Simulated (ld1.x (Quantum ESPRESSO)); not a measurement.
# W: PAW pseudisation with PBEsol, fully relativistic reference atom.

ld1.x (Quantum ESPRESSO) 7.5 input, shortened:

```
&input
   title='W', zed=74., rel=2, dft='PBESOL', iswitch=3,
   config='[Xe] 4f14 5d4 5f-2 6s2 6p0', rel_dist='average'
 /
 &inputp
   pseudotype=3, lpaw=.true., tm=.true., lloc=-1, rcloc=1.70,
   nlcc=.true., new_core_ps=.true., rcore=1.05,
   which_augfun='BESSEL', rmatch_augfun=1.50
 /
8
6S  1  0   2.00   0.00  2.10  2.85  0.0
6S  1  0   0.00   0.15  2.10  2.85  0.0
5P  2  1   6.00   0.00  1.65  1.90  0.0
6P  3  1   0.00   0.00  1.65  1.90  0.0
5D  3  2   4.00   0.00  2.00  2.25  0.0
5D  3  2   0.00   1.95  2.00  2.25  0.0
5F  4  3  -2.00   0.25  2.05  2.45  0.0
5F  4  3  -2.00   2.75  2.05  2.45  0.0
 &test
   configts(1)='5p6 5d4 6s2 6p0'
 /
```

Open shells are filled in proportion to 2j + 1 (rel_dist='average').

All-electron outer shells of the reference configuration (PBEsol, scalar-relativistic, ld1.x):

| shell | level (eV) | outermost node (bohr) | outermost maximum (bohr) |
| --- | --- | --- | --- |
| 5s | -79.11 | 0.53 | 0.96 |
| 5p | -43.22 | 0.57 | 1.09 |
| 4f | -33.24 | – | 0.43 |
| 6s | -5.75 | 1.28 | 2.64 |
| 5d | -4.51 | 0.63 | 1.49 |
| 6p | -1.33 | 1.54 | 3.70 |

Calculated quality:

```
Configuration tests : test run stopped at test 7 of 7 (negative rho)
```

The ghost test of this file was not conclusive.

Generation and tests took about 3.2 s on one core of a shared server CPU.
